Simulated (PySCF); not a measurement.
PySCF input for Co(OH)3 (CoH₃O₃), SMILES [Co]([OH])([OH])[OH] (connectivity only; charge and spin as stated), neutral, multiplicity 5, PBE-D3(BJ)/def2-SVP. 

```python
import numpy as np
from pyscf import gto, scf, dft
from pyscf.geomopt import geometric_solver

mol = gto.M(
    atom='''
    Co    0.04102314    0.00504764    0.00000000
    O     0.80094756    1.61010660   -0.00000000
    H     0.62865810    2.54904661   -0.00000000
    O     0.96354278   -1.52802370    0.00000000
    H     0.64378424   -2.43015218   -0.00000001
    O    -1.73288466   -0.13648737    0.00000000
    H    -2.63291238    0.18005491   -0.00000001
    ''',
    basis='def2-SVP',
    charge=0,
    spin=4,
    max_memory=1600,
    verbose=3,
)
mf = dft.UKS(mol, xc='pbe').density_fit(auxbasis='def2-universal-jkfit')
mf.disp = 'd3bj'
mf.grids.level = 3
mf.conv_tol = 1e-9
mf.max_cycle = 100
mf.kernel()
fine, coarse = mf.grids, dft.Grids(mol).set(level=1).build(with_non0tab=True)
for _ in range(3):  # follow internal instabilities
    mf.grids = coarse
    mo, _, stable, _ = mf.stability(return_status=True, nroots=4)
    mf.grids = fine
    if stable:
        break
    mf.kernel(mf.make_rdm1(mo, mf.mo_occ))
grad = mf.nuc_grad_method()
grad.grid_response = mol.nao <= 150
conv, mol_eq = geometric_solver.kernel(grad, convergence_set='GAU_TIGHT', maxsteps=100)
print(mol_eq.tostring(format='xyz'))
mf.reset(mol_eq)
mf.kernel()
```

Program output:

```
[...]
----------------------------------------------
cycle 42: E = -1609.44697355  dE = -1.19079e-06  norm(grad) = 0.000177194
Step   41 : Displace = 2.091e-03/3.891e-03 (rms/max) Trust = 2.045e-03 (x) Grad = 6.673e-05/1.305e-04 (rms/max) E (change) = -1609.4469735489 (-7.756e-08) Quality = 0.151
Hessian Eigenvalues: 1.98375e-04 2.30000e-02 2.30000e-02 ... 5.26122e-01 5.55399e-01 5.74996e-01

Geometry optimization cycle 43
Cartesian coordinates (Angstrom)
 Atom        New coordinates             dX        dY        dZ
  Co   0.018114  -0.026076   0.000000   -0.000303  0.000531 -0.000000
   O   0.718766   1.616130   0.000000    0.000881  0.000046 -0.000000
   H   0.129779   2.394572  -0.000000    0.001314  0.000375  0.000000
   O   1.196458  -1.366227  -0.000000   -0.000455  0.000323  0.000000
   H   0.812552  -2.265942  -0.000000   -0.000558  0.000357  0.000000
   O  -1.723606  -0.381684   0.000000    0.000048 -0.000294 -0.000000
   H  -2.439904   0.278819  -0.000000   -0.000927 -0.001338  0.000000
converged SCF energy = -1609.4469736916  <S^2> = 6.0073808  2S+1 = 5.0029514
--------------- DFUKS_Scanner gradients ---------------
         x                y                z
0 Co     0.0000455505    -0.0000344379    -0.0000000005
1 O    -0.0000256455    -0.0000057941     0.0000000009
2 H     0.0000113968     0.0000081032    -0.0000000004
3 O    -0.0000285939     0.0000063636    -0.0000000007
4 H     0.0000155364    -0.0000002309     0.0000000001
5 O    -0.0000259151     0.0000239174     0.0000000018
6 H     0.0000076708     0.0000020788    -0.0000000012
----------------------------------------------
cycle 43: E = -1609.44697369  dE = -1.42677e-07  norm(grad) = 8.09566e-05
Step   42 : Displace = 9.567e-04/1.751e-03 (rms/max) Trust = 1.022e-03 (-) Grad = 3.014e-05/5.712e-05 (rms/max) E (change) = -1609.4469736916 (-1.427e-07) Quality = 1.142
Hessian Eigenvalues: 2.01381e-04 2.30000e-02 2.30000e-02 ... 5.25905e-01 5.55242e-01 5.75780e-01

Geometry optimization cycle 44
Cartesian coordinates (Angstrom)
 Atom        New coordinates             dX        dY        dZ
  Co   0.017909  -0.025578   0.000000   -0.000205  0.000498 -0.000000
   O   0.720723   1.615703   0.000000    0.001957 -0.000427 -0.000000
   H   0.132597   2.394794  -0.000000    0.002818  0.000222  0.000000
   O   1.195084  -1.366848  -0.000000   -0.001373 -0.000621  0.000000
   H   0.810143  -2.266134  -0.000000   -0.002409 -0.000192  0.000000
   O  -1.723671  -0.381069   0.000000   -0.000065  0.000615 -0.000000
   H  -2.440627   0.278724  -0.000000   -0.000722 -0.000095  0.000000
converged SCF energy = -1609.44697369756  <S^2> = 6.0073823  2S+1 = 5.0029521
--------------- DFUKS_Scanner gradients ---------------
         x                y                z
0 Co    -0.0000123076    -0.0000193347    -0.0000000004
1 O    -0.0000013949    -0.0000067137     0.0000000008
2 H     0.0000076862     0.0000019800    -0.0000000004
3 O    -0.0000235226     0.0000022704    -0.0000000006
4 H     0.0000153845     0.0000007897     0.0000000000
5 O     0.0000307077     0.0000100679     0.0000000016
6 H    -0.0000165532     0.0000109404    -0.0000000011
----------------------------------------------
cycle 44: E = -1609.4469737  dE = -5.95719e-09  norm(grad) = 5.35642e-05
Step   43 : Displace = 1.055e-03/1.918e-03 (rms/max) Trust = 1.446e-03 (+) Grad = 1.972e-05/3.227e-05 (rms/max) E (change) = -1609.4469736976 (-5.957e-09) Quality = 0.099
Hessian Eigenvalues: 1.97422e-04 2.30000e-02 2.30000e-02 ... 5.25817e-01 5.56158e-01 5.83358e-01

Geometry optimization cycle 45
Cartesian coordinates (Angstrom)
 Atom        New coordinates             dX        dY        dZ
  Co   0.017958  -0.025551   0.000000    0.000049  0.000026 -0.000000
   O   0.721894   1.615252   0.000000    0.001171 -0.000451 -0.000000
   H   0.134210   2.394678  -0.000000    0.001613 -0.000115  0.000000
   O   1.194126  -1.367752  -0.000000   -0.000958 -0.000904  0.000000
   H   0.808258  -2.266655  -0.000000   -0.001885 -0.000521  0.000000
   O  -1.723783  -0.380204   0.000000   -0.000112  0.000866 -0.000000
   H  -2.440504   0.279824  -0.000000    0.000123  0.001099  0.000000
converged SCF energy = -1609.44697365761  <S^2> = 6.0073824  2S+1 = 5.0029521
--------------- DFUKS_Scanner gradients ---------------
         x                y                z
0 Co    -0.0000255319    -0.0000119289    -0.0000000003
1 O     0.0000033046    -0.0000049118     0.0000000007
2 H     0.0000034856     0.0000043236    -0.0000000003
3 O    -0.0000104070     0.0000048655    -0.0000000005
4 H     0.0000060464    -0.0000125563     0.0000000000
5 O     0.0000206226     0.0000283984     0.0000000014
6 H     0.0000024797    -0.0000081904    -0.0000000010
----------------------------------------------
cycle 45: E = -1609.44697366  dE = 3.99475e-08  norm(grad) = 4.99125e-05
Step   44 : Displace = 2.493e-04/4.109e-04 (rms/max) Trust = 5.273e-04 (-) Grad = 1.763e-05/3.057e-05 (rms/max) E (change) = -1609.4469736576 (+3.995e-08) Quality = -4.737
Not rejecting step - energy change meets convergence criteria
Hessian Eigenvalues: 1.72121e-04 2.30000e-02 2.30000e-02 ... 5.29935e-01 5.53622e-01 6.93034e-01

Geometry optimization cycle 46
Cartesian coordinates (Angstrom)
 Atom        New coordinates             dX        dY        dZ
  Co   0.018057  -0.025500   0.000000    0.000099  0.000052 -0.000000
   O   0.721943   1.615326   0.000000    0.000048  0.000074 -0.000000
   H   0.134141   2.394661  -0.000000   -0.000068 -0.000017  0.000000
   O   1.194134  -1.367792  -0.000000    0.000007 -0.000040  0.000000
   H   0.808021  -2.266586  -0.000000   -0.000237  0.000068  0.000000
   O  -1.723705  -0.380275   0.000000    0.000078 -0.000071 -0.000000
   H  -2.440432   0.279758  -0.000000    0.000073 -0.000066  0.000000
converged SCF energy = -1609.4469736662  <S^2> = 6.0073823  2S+1 = 5.0029521
--------------- DFUKS_Scanner gradients ---------------
         x                y                z
0 Co    -0.0000081146    -0.0000021378    -0.0000000003
1 O    -0.0000061894     0.0000030649     0.0000000007
2 H     0.0000104950    -0.0000086191    -0.0000000003
3 O    -0.0000029216     0.0000046325    -0.0000000005
4 H     0.0000007454    -0.0000134271     0.0000000000
5 O     0.0000100663     0.0000186083     0.0000000014
6 H    -0.0000040812    -0.0000021217    -0.0000000010
----------------------------------------------
cycle 46: E = -1609.44697367  dE = -8.58859e-09  norm(grad) = 3.13393e-05
Step   45 : Displace = 1.245e-04/2.408e-04 (rms/max) Trust = 1.247e-04 (-) Grad = 1.199e-05/1.621e-05 (rms/max) E (change) = -1609.4469736662 (-8.589e-09) Quality = 1.191
Hessian Eigenvalues: 1.72482e-04 2.30000e-02 2.30000e-02 ... 5.30208e-01 6.03192e-01 7.00431e-01

Geometry optimization cycle 47
Cartesian coordinates (Angstrom)
 Atom        New coordinates             dX        dY        dZ
  Co   0.018171  -0.025426   0.000000    0.000113  0.000074 -0.000000
   O   0.722029   1.615433   0.000000    0.000086  0.000106 -0.000000
   H   0.134049   2.394661  -0.000000   -0.000092 -0.000001  0.000000
   O   1.194110  -1.367832  -0.000000   -0.000024 -0.000041  0.000000
   H   0.807702  -2.266482  -0.000000   -0.000318  0.000105  0.000000
   O  -1.723594  -0.380404   0.000000    0.000111 -0.000129 -0.000000
   H  -2.440308   0.279643  -0.000000    0.000123 -0.000114  0.000000
converged SCF energy = -1609.44697367179  <S^2> = 6.0073822  2S+1 = 5.002952
--------------- DFUKS_Scanner gradients ---------------
         x                y                z
0 Co     0.0000065939    -0.0000115754    -0.0000000003
1 O     0.0000178534    -0.0000079077     0.0000000007
2 H    -0.0000085787     0.0000113268    -0.0000000003
3 O    -0.0000182964    -0.0000159815    -0.0000000005
4 H     0.0000075049     0.0000141961     0.0000000000
5 O    -0.0000020553     0.0000112772     0.0000000014
6 H    -0.0000030217    -0.0000013355    -0.0000000010
----------------------------------------------
cycle 47: E = -1609.44697367  dE = -5.59066e-09  norm(grad) = 4.18446e-05
Step   46 : Displace = 1.761e-04/3.318e-04 (rms/max) Trust = 1.763e-04 (+) Grad = 1.269e-05/1.690e-05 (rms/max) E (change) = -1609.4469736718 (-5.591e-09) Quality = 0.871
Hessian Eigenvalues: 1.72498e-04 2.30000e-02 2.30000e-02 ... 5.32329e-01 6.99733e-01 7.19891e-01

Geometry optimization cycle 48
Cartesian coordinates (Angstrom)
 Atom        New coordinates             dX        dY        dZ
  Co   0.018177  -0.025417   0.000000    0.000006  0.000009 -0.000000
   O   0.722052   1.615426   0.000000    0.000023 -0.000007 -0.000000
   H   0.134073   2.394643  -0.000000    0.000023 -0.000018  0.000000
   O   1.194102  -1.367849  -0.000000   -0.000007 -0.000017  0.000000
   H   0.807601  -2.266471  -0.000000   -0.000102  0.000010  0.000000
   O  -1.723584  -0.380412   0.000000    0.000010 -0.000009 -0.000000
   H  -2.440261   0.279674  -0.000000    0.000047  0.000031  0.000000
converged SCF energy = -1609.44697367459  <S^2> = 6.0073823  2S+1 = 5.0029521
--------------- DFUKS_Scanner gradients ---------------
         x                y                z
0 Co     0.0000032616    -0.0000035334    -0.0000000003
1 O     0.0000073714     0.0000008202     0.0000000007
2 H     0.0000006597    -0.0000024711    -0.0000000003
3 O    -0.0000054143    -0.0000062248    -0.0000000005
4 H    -0.0000001620     0.0000018550     0.0000000000
5 O    -0.0000038750     0.0000105601     0.0000000013
6 H    -0.0000018414    -0.0000010060    -0.0000000009
----------------------------------------------
cycle 48: E = -1609.44697367  dE = -2.80124e-09  norm(grad) = 1.69452e-05
Step   47 : Displace = 3.587e-05/7.039e-05 (rms/max) Trust = 2.493e-04 (+) Grad = 3.243e-06/4.836e-06 (rms/max) E (change) = -1609.4469736746 (-2.801e-09) Quality = 3.575
Hessian Eigenvalues: 1.72556e-04 2.30000e-02 2.30000e-02 ... 5.24876e-01 6.91921e-01 8.34791e-01

Geometry optimization cycle 49
Cartesian coordinates (Angstrom)
 Atom        New coordinates             dX        dY        dZ
  Co   0.018176  -0.025411   0.000000   -0.000001  0.000006 -0.000000
   O   0.722040   1.615432   0.000000   -0.000012  0.000006 -0.000000
   H   0.134062   2.394650  -0.000000   -0.000011  0.000008  0.000000
   O   1.194104  -1.367845  -0.000000    0.000001  0.000005  0.000000
   H   0.807578  -2.266461  -0.000000   -0.000023  0.000010  0.000000
   O  -1.723574  -0.380443   0.000000    0.000011 -0.000030 -0.000000
   H  -2.440226   0.279670  -0.000000    0.000035 -0.000004  0.000000
converged SCF energy = -1609.44697367623  <S^2> = 6.0073824  2S+1 = 5.0029521
--------------- DFUKS_Scanner gradients ---------------
         x                y                z
0 Co     0.0000011767    -0.0000038925    -0.0000000003
1 O     0.0000103569    -0.0000023649     0.0000000006
2 H    -0.0000019103     0.0000007321    -0.0000000003
3 O    -0.0000069917    -0.0000060986    -0.0000000005
4 H     0.0000000207     0.0000028060     0.0000000000
5 O    -0.0000011570     0.0000087436     0.0000000013
6 H    -0.0000014953     0.0000000743    -0.0000000009
----------------------------------------------
cycle 49: E = -1609.44697368  dE = -1.63686e-09  norm(grad) = 1.75374e-05
Step   48 : Displace = 2.117e-05/3.558e-05 (rms/max) Trust = 3.526e-04 (+) Grad = 2.834e-06/4.135e-06 (rms/max) E (change) = -1609.4469736762 (-1.637e-09) Quality = 8.079
Hessian Eigenvalues: 1.72556e-04 2.30000e-02 2.30000e-02 ... 5.24876e-01 6.91921e-01 8.34791e-01
Converged! =D

7
XYZ from PySCF
Co          0.01817599       -0.02541111        0.00000013
O           0.72203984        1.61543151        0.00000004
H           0.13406181        2.39465032       -0.00000012
O           1.19410359       -1.36784455       -0.00000011
H           0.80757764       -2.26646106       -0.00000005
O          -1.72357362       -0.38044266        0.00000033
H          -2.44022647        0.27967006       -0.00000024
converged SCF energy = -1609.44697367503  <S^2> = 6.0073824  2S+1 = 5.0029521
```

Self-consistency was reached.
